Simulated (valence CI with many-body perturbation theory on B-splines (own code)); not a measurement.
# Eu¹²⁺: electric-dipole lines

Level of theory: configuration interaction combined with many-body perturbation theory (CI+MBPT): five valence electrons over a frozen Dirac-Fock core [Kr] 4d10, a basis of 7 s, 7 p, 7 d, 7 f, 4 g, 2 h functions for each j, with the one-electron correlation potential Σ1 (screened to all orders), the two-electron term Σ2, the three-electron term Σ3, Breit, model QED; selected single and double excitations, second order for the rest, scaled by the run's own slope (own B-spline code, finite nucleus).

No measured spectrum was set against this ion. As an estimate, terms of the open shell hold to a few per cent of their energy, and close levels can change places. Among the levels kept, up to 2600 cm⁻¹ of a level comes from second order outside the variational space, and about a tenth of that is noise between levels of different J, which matters for small intervals.

Lines 51 to 100 of 555 in falling wavelength, among levels below 168320 cm⁻¹, chosen from the strongest by gf and those to the six lowest levels. Wavelengths and rates use the calculated energies, so an error of 2000 cm⁻¹ moves a line at 242.4 nm by 4.8 % and its rate by three times that or more. Electric multipoles are in the length gauge, E1 and E2 with the static RPA response of the core. Weak lines are less certain than strong ones. Lines between different terms over intervals too small for the method are left out, as are lines whose strength nearly cancels. Where a level lies close to another of its J and parity, the split of strength between their lines is uncertain. The highest levels of a list are the least certain.

Names give the largest LS component (configuration and term), which can be under half, so a name can repeat, a term be missing and a line seem to break the LS rules; names also repeat where a configuration has a term twice. Letters in brackets count levels of one name in rising energy.

| λ vac (nm) | Upper | Lower | A (s⁻¹) | S (a.u.) |
| --- | --- | --- | --- | --- |
| 242.4 | 4f³5s5p ⁶K_11/2 | 4f²5s²5p ⁴I°_11/2 | 3.53e+03 | 2.98e-04 |
| 229.0 | 4f⁴5s ⁴K_11/2 [b] | 4f²5s²5p ⁴I°_9/2 | 1.40e+04 | 9.94e-04 |
| 219.5 | 4f⁴5s ⁴H_9/2 [c] | 4f²5s²5p ⁴I°_9/2 | 1.36e+04 | 7.10e-04 |
| 219.3 | 4f⁴5s ⁴H_9/2 [d] | 4f²5s²5p ⁴I°_9/2 | 7.91e+03 | 4.12e-04 |
| 200.2 | 4f³5s5p ⁶K_11/2 | 4f²5s²5p ⁴I°_9/2 | 3.83e+03 | 1.82e-04 |
| 161.3 | 4f⁴5s ²H_11/2 [a] | 4f³5s² ²G°_9/2 [b] | 6.05e+03 | 1.50e-04 |
| 156.6 | 4f⁴5s ²G_7/2 [a] | 4f³5s² ²G°_7/2 [b] | 1.22e+04 | 1.85e-04 |
| 146.3 | 4f⁴5s ²G_9/2 [b] | 4f³5s² ²G°_9/2 [b] | 1.75e+04 | 2.70e-04 |
| 145.6 | 4f⁴5s ²I_11/2 [a] | 4f³5s² ²G°_9/2 [b] | 7.39e+03 | 1.35e-04 |
| 143.8 | 4f⁴5s ⁴P_5/2 | 4f³5s² ²F°_5/2 [a] | 8.75e+03 | 7.70e-05 |
| 143.7 | 4f⁴5s ²F_7/2 [a] | 4f³5s² ²G°_7/2 [b] | 1.11e+04 | 1.30e-04 |
| 141.7 | 4f⁴5s ⁴H_9/2 [b] | 4f³5s² ²G°_9/2 [b] | 1.18e+04 | 1.66e-04 |
| 141.6 | 4f⁴5s ⁴K_15/2 [a] | 4f³5s² ²I°_13/2 | 3.40e+03 | 7.61e-05 |
| 139.9 | 4f⁴5s ²F_7/2 [a] | 4f³5s² ²G°_9/2 [b] | 8.50e+03 | 9.19e-05 |
| 138.4 | 4f⁴5s ²H_9/2 [b] | 4f³5s² ²G°_7/2 [b] | 6.10e+03 | 7.98e-05 |
| 137.5 | 4f⁴5s ⁴F_5/2 [a] | 4f³5s² ²D°_5/2 [b] | 1.29e+04 | 9.95e-05 |
| 135.2 | 4f⁴5s ²I_11/2 [b] | 4f³5s² ²G°_9/2 [b] | 1.08e+04 | 1.58e-04 |
| 134.3 | 4f⁴5s ²I_11/2 [c] | 4f³5s² ²G°_9/2 [b] | 5.77e+03 | 8.28e-05 |
| 134.1 | 4f⁴5s ⁴F_9/2 [d] | 4f³5s² ²G°_7/2 [b] | 8.35e+03 | 9.93e-05 |
| 131.3 | 4f⁴5s ⁴G_7/2 [d] | 4f³5s² ²G°_9/2 [b] | 1.03e+04 | 9.17e-05 |
| 131.3 | 4f⁴5s ²D_5/2 [a] | 4f³5s² ²F°_7/2 [a] | 4.15e+04 | 2.78e-04 |
| 130.8 | 4f⁴5s ⁴F_9/2 [d] | 4f³5s² ²G°_9/2 [b] | 2.17e+04 | 2.39e-04 |
| 130.4 | 4f⁴5s ²F_7/2 [b] | 4f³5s² ²G°_7/2 [b] | 1.05e+04 | 9.24e-05 |
| 130.2 | 4f⁴5s ²D_3/2 [a] | 4f³5s² ²F°_5/2 [a] | 2.93e+04 | 1.28e-04 |
| 129.5 | 4f⁴5s ⁴L_13/2 | 4f³5s² ²L°_15/2 | 8.72e+03 | 1.31e-04 |
| 129.0 | 4f⁴5s ⁶F_11/2 | 4f³5s² ⁴G°_11/2 | 1.69e+04 | 2.15e-04 |
| 128.3 | 4f⁴5s ⁴P_3/2 | 4f³5s² ²D°_3/2 [b] | 2.44e+04 | 1.02e-04 |
| 127.8 | 4f⁴5s ²D_5/2 [b] | 4f³5s² ²F°_7/2 [a] | 3.47e+04 | 2.14e-04 |
| 127.3 | 4f⁴5s ²F_7/2 [b] | 4f³5s² ²G°_9/2 [b] | 1.95e+04 | 1.59e-04 |
| 127.1 | 4f⁴5s ²G_9/2 [a] | 4f³5s² ²F°_7/2 [a] | 7.13e+03 | 7.22e-05 |
| 126.9 | 4f⁴5s ⁴L_13/2 | 4f³5s² ²I°_11/2 | 8.26e+03 | 1.17e-04 |
| 126.3 | 4f⁴5s ⁴F_7/2 [a] | 4f³5s² ⁴D°_7/2 | 1.84e+04 | 1.46e-04 |
| 126.2 | 4f⁴5s ²P_3/2 | 4f³5s² ²F°_5/2 [a] | 2.00e+04 | 7.94e-05 |
| 126.1 | 4f⁴5s ⁴F_3/2 [a] | 4f³5s² ⁴D°_1/2 | 7.09e+04 | 2.80e-04 |
| 125.8 | 4f⁴5s ⁶F_9/2 | 4f³5s² ⁴G°_9/2 | 1.07e+04 | 1.06e-04 |
| 125.4 | 4f⁴5s ⁴L_19/2 | 4f³5s² ²L°_17/2 | 9.04e+03 | 1.76e-04 |
| 125.3 | 4f⁴5s ⁴G_9/2 [c] | 4f³5s² ²G°_9/2 [b] | 3.09e+04 | 3.00e-04 |
| 125.1 | 4f⁴5s ⁴H_7/2 [c] | 4f³5s² ²G°_7/2 [b] | 1.97e+04 | 1.52e-04 |
| 124.1 | 4f⁴5s ⁴D_5/2 [a] | 4f³5s² ⁴D°_5/2 | 3.32e+04 | 1.88e-04 |
| 123.9 | 4f⁴5s ⁴D_5/2 [a] | 4f³5s² ⁴D°_3/2 | 8.31e+04 | 4.68e-04 |
| 123.6 | 4f⁴5s ⁴F_9/2 [a] | 4f³5s² ⁴D°_7/2 | 1.55e+04 | 1.44e-04 |
| 123.4 | 4f⁴5s ⁴D_7/2 | 4f³5s² ⁴D°_7/2 | 1.02e+05 | 7.59e-04 |
| 123.2 | 4f⁴5s ⁴F_3/2 [b] | 4f³5s² ⁴D°_3/2 | 5.94e+04 | 2.19e-04 |
| 123.1 | 4f⁴5s ⁴L_17/2 | 4f³5s² ²L°_15/2 | 6.18e+03 | 1.02e-04 |
| 122.8 | 4f⁴5s ²H_9/2 [a] | 4f³5s² ²H°_9/2 [b] | 7.75e+03 | 7.09e-05 |
| 122.0 | 4f⁴5s ⁴P_1/2 [a] | 4f³5s² ⁴D°_1/2 | 1.03e+05 | 1.85e-04 |
| 122.0 | 4f⁴5s ⁴M_15/2 | 4f³5s² ²L°_15/2 | 2.23e+04 | 3.19e-04 |
| 121.7 | 4f⁴5s ⁴M_17/2 | 4f³5s² ²L°_17/2 | 1.55e+04 | 2.47e-04 |
| 120.4 | 4f⁴5s ⁴P_5/2 | 4f³5s² ⁴D°_7/2 | 1.74e+04 | 8.98e-05 |
| 120.4 | 4f⁴5s ²K_15/2 [a] | 4f³5s² ²L°_17/2 | 1.17e+04 | 1.61e-04 |
